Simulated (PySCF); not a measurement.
An excited-state job on `CCc1c[n+]([O-])ccc1`.

Computed with TDDFT PBE0/def2-SVPD, vertical, gas phase, core orbitals frozen in the response (PySCF 2.14.0, density-fitted response routines). Geometry: GFN2-xTB. A driver script takes a list of jobs; this job's settings line and coordinates (Å) are shown.

Command:
```bash
OMP_NUM_THREADS=1 python probes_run.py task.json out
```

Input:
```
{"job": {"kind": "uv", "xc": "PBE0", "basis": "def2-SVPD", "nstates": 6, "ntriplets": 2}, "charge": 0, "multiplicity": 1}
C     -2.284256     0.704877     0.750525
C     -1.682349    -0.526175     0.069434
C     -0.211864    -0.330160    -0.154957
C      0.267813     0.296667    -1.301626
C      1.633816     0.487832    -1.429294
C      2.487372     0.065652    -0.438103
N      2.025578    -0.539637     0.681059
O      2.814264    -0.916435     1.580840
C      0.691520    -0.729482     0.807175
H     -3.351082     0.565259     0.905405
H     -1.811731     0.872200     1.715573
H     -2.135934     1.590114     0.136147
H     -2.180254    -0.688143    -0.887954
H     -1.847676    -1.403088     0.696939
H     -0.412437     0.621677    -2.072142
H      2.043550     0.968357    -2.303652
H      3.558170     0.186396    -0.486822
H      0.386740    -1.219594     1.719797
```

Task: What does the run print?

Result: 
```
coarse grid: 15336 points
cycle   1  E = -401.1320718957  dE =  1.655e+00  |g| = 8.577e-01  |ddm| = 1.729e+01
cycle   2  E = -400.4311814115  dE =  7.009e-01  |g| = 1.992e+00  |ddm| = 4.331e+00
cycle   3  E = -401.2509896542  dE = -8.198e-01  |g| = 3.646e-01  |ddm| = 2.737e+00
cycle   4  E = -401.2798916914  dE = -2.890e-02  |g| = 1.557e-01  |ddm| = 1.107e+00
cycle   5  E = -401.2852273116  dE = -5.336e-03  |g| = 5.196e-02  |ddm| = 4.502e-01
cycle   6  E = -401.2859397262  dE = -7.124e-04  |g| = 9.339e-03  |ddm| = 3.131e-01
cycle   7  E = -401.2859603471  dE = -2.062e-05  |g| = 3.804e-03  |ddm| = 3.905e-02
cycle   8  E = -401.2859636909  dE = -3.344e-06  |g| = 5.014e-04  |ddm| = 1.269e-02
final grid: 149008 points
cycle   9  E = -401.3464334686  dE = -3.236e-05  |g| = 1.210e-02  |ddm| = 2.924e-01
cycle  10  E = -401.3463338069  dE =  9.966e-05  |g| = 2.461e-02  |ddm| = 8.708e-02
cycle  11  E = -401.3464631109  dE = -1.293e-04  |g| = 3.705e-03  |ddm| = 4.697e-02
cycle  12  E = -401.3464663853  dE = -3.274e-06  |g| = 5.306e-04  |ddm| = 9.822e-03
cycle  13  E = -401.3464664314  dE = -4.610e-08  |g| = 2.465e-04  |ddm| = 1.712e-03
cycle  14  E = -401.3464664469  dE = -1.543e-08  |g| = 5.542e-05  |ddm| = 7.877e-04
cycle  15  E = -401.3464664476  dE = -7.535e-10  |g| = 1.979e-05  |ddm| = 2.779e-04
converged SCF energy = -401.3464664476

Static polarisability (au): isotropic 96.357, principal 62.271 102.088 124.714

Singlet excitations
state   eV       nm        f      main configurations
  1   4.2989    288.4   0.00001   H-1->L 0.98
  2   4.3892    282.5   0.02122   H->L+1 0.87, H-2->L 0.10
  3   4.9078    252.6   0.21920   H->L 0.91
  4   5.2105    238.0   0.00046   H-1->L+1 0.99
  5   5.9733    207.6   0.02198   H->L+2 0.87
  6   6.0459    205.1   0.21747   H-2->L 0.78, H->L+1 0.09

Triplet excitations (Tamm-Dancoff, eV): 2.7145 3.7601
```

The SCF starts on a coarse grid where the log names one; the energy can jump when the final grid takes over, and dE then counts from the start density on the new grid. H and L stand for HOMO and LUMO; the number after each pair is its weight.

Task: Give the mean polarisability as a volume in Å³, and the ratio of the largest to the smallest principal value.

Result: 96.357 au × 0.148185 = 14.28 Å³; 124.714/62.271 = 2.00.

Main results: HOMO -6.35 eV, LUMO -1.18 eV; lowest singlet 4.30 eV; lowest triplet 2.71 eV (Tamm–Dancoff); mean polarisability 96.4 au.

On one thread, Arm Neoverse N1 (aarch64), no GPU, shared host with 64 logical CPUs at a one-minute load of 56, this took 87 s of wall time and 0.98 GiB of memory at its peak.

One conformer stands for the species.
Labels such as C1 count atoms from 1, the log's own numbers from 0.
